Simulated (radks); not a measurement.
The numbers below are computed, except where a source is named.
All-electron atom: neutral zirconium in [Kr] 4d2 5s2.

Level of theory: scalar-relativistic Kohn-Sham, PBE, spin-polarised, spherical densities, finite nucleus; open shells are filled with parallel spins first (spin-orbit coupling, left out, can overturn this in heavy ions); Fermi nuclear charge, rms radius 4.2694 fm (a radial shooting solver on a logarithmic mesh with Libxc functionals).

Energy parts (hartree):
total: -3598.51063
kinetic: 3699.96634
electron-nucleus: -8664.76655
Hartree: 1480.20732
exchange-correlation: -113.91773

Orbitals (lengths in bohr, moments of r in powers of bohr; r(max) is where P^2 peaks; r(90%) holds 90 % of the orbital's charge):
orbital  occ.  eigenvalue (hartree)   r(max)   <1/r>  r(90%)      <r^4>
1s up       1             -655.0379  0.02414   41.25  0.0664  8.872e-06
1s down     1             -655.0381  0.02414   41.25  0.0664  8.872e-06
2s up       1             -90.75959   0.1370   9.250   0.251   0.001674
2s down     1             -90.75436   0.1370   9.250   0.251   0.001674
2p up       3             -80.93452   0.1095   9.013   0.231   0.001202
2p down     3             -80.93070   0.1095   9.013   0.231   0.001202
3s up       1             -14.87006   0.4082   3.140   0.678    0.09050
3s down     1             -14.86724   0.4082   3.140   0.678    0.09047
3p up       3             -11.66921   0.4023   2.981   0.700     0.1020
3p down     3             -11.66610   0.4023   2.981   0.700     0.1019
3d up       5              -6.41674   0.3474   2.740   0.728     0.1218
3d down     5              -6.41186   0.3475   2.740   0.728     0.1215
4s up       1              -2.01429    1.080   1.113    1.77      4.292
4s down     1              -1.97944    1.076   1.119    1.77      4.219
4p up       3              -1.20730    1.182  0.9731    2.04      7.545
4p down     3              -1.16666    1.177  0.9795    2.03      7.439
4d up       2              -0.14915    1.601  0.6025    3.72      89.95
4d down     0              -0.10652    1.595  0.5846    4.02      127.1
5s up       1              -0.17270    3.114  0.3491    5.44      377.8
5s down     1              -0.14874    3.218  0.3328    5.72      460.8

The highest occupied level is 5s down at -4.047 eV. The density falls to 0.001 e/bohr^3 at r = 5.07 bohr. The spin density at the nucleus is -0.198 e/bohr^3 (1s 0.006, 2s -0.246, 3s 0.168, 4s -1.326, 5s 1.200). Spin moment in Bohr magnetons: 2. For comparison, the ionisation energy in NIST's Atomic Spectra Database is 6.634 eV (measured). In exact Kohn-Sham theory the highest level is minus the ionisation energy, but local and semilocal functionals leave it too shallow, through self-interaction and a potential that decays too fast; potentials with the right tail come closer. The electron density at the nucleus is 7.611e+04 e/bohr^3 (large components only). Summed over all electrons, <r^2> = 65.77 bohr^2, which gives a Langevin (diamagnetic) susceptibility term of -52.1 x 10^-6 cm^3/mol.
